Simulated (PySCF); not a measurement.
Reproducing measurements on pentachloroethane

**Measured values to compare with.**

From NIST CCCBDB Release 22 (SRD 101), experimental dipoles, for the gas: dipole moment (dielectric constant against temperature) 0.92 D.

How close the calculation comes is told at the end.

Pentachloroethane, C2HCl5.
Atom-mapped SMILES: `[Cl:1][CH:2]([Cl:3])[C:4]([Cl:5])([Cl:6])[Cl:7]` (hydrogens: H8 on C2)

Structure used (PBE0-D3(BJ)/def2-TZVP), in Å, numbered top down from 1:
```xyz
8
C2HCl5 angstrom
Cl     1.090   -1.831   -0.399
C      0.768   -0.114   -0.193
Cl     1.799    0.561    1.063
C     -0.726    0.154    0.095
Cl    -1.246   -0.606    1.590
Cl    -0.967    1.904    0.186
Cl    -1.671   -0.469   -1.264
H      1.013    0.385   -1.128
```

The PySCF runs (gas phase, on this PBE0-D3(BJ)/def2-TZVP geometry; no spin–orbit coupling):

```json
{"level": "PBE0-D3(BJ)/def2-TZVP, grid level 2", "job": "geometry optimisation from a GFN2-xTB start shaken at random", "basis functions": "253", "wall time": "4.5 min"}
{"level": "PBE0/pcSseg-2", "job": "shieldings, charges and field gradients", "basis functions": "301", "wall time": "74 s"}
{"level": "CAM-B3LYP/aug-cc-pVTZ", "job": "10 singlets by full TDDFT, 4 Tamm–Dancoff triplets, polarisability", "basis functions": "365", "wall time": "2.2 min"}
{"level": "PBE0/aug-cc-pVTZ", "job": "10 singlets by full TDDFT, 4 Tamm–Dancoff triplets, polarisability, dynamic polarisability", "basis functions": "365", "wall time": "2.0 min"}
{"level": "wB97X-D/aug-cc-pVTZ", "job": "10 singlets by full TDDFT, 4 Tamm–Dancoff triplets, polarisability, ΔSCF ions", "basis functions": "365", "wall time": "9.5 min"}
```

Hardware: an Intel Xeon Platinum 8259CL at 2.50 GHz with one thread (shared host).

## Comparison

**Dipole moment.** Measured: 0.92 D (NIST CCCBDB Release 22 (SRD 101), experimental dipoles).

```csv
level,computed (D),computed − measured (D),% (from the printed values)
PBE0-D3(BJ)/def2-TZVP,0.89,-0.03,-3
PBE0/pcSseg-2,0.94,+0.02,+2
CAM-B3LYP/aug-cc-pVTZ,0.89,-0.03,-3
PBE0/aug-cc-pVTZ,0.87,-0.05,-5
wB97X-D/aug-cc-pVTZ,0.89,-0.03,-3
```

Closest is PBE0/pcSseg-2 (+0.02 D), furthest PBE0/aug-cc-pVTZ (-0.05 D); one molecule doesn't rank methods. The computed dipoles belong to one fixed geometry; measured ones are averaged over vibrations unless marked μe. Magnitudes are compared, not signs.

No measured geometry was used, and the causes of the misses weren't examined.
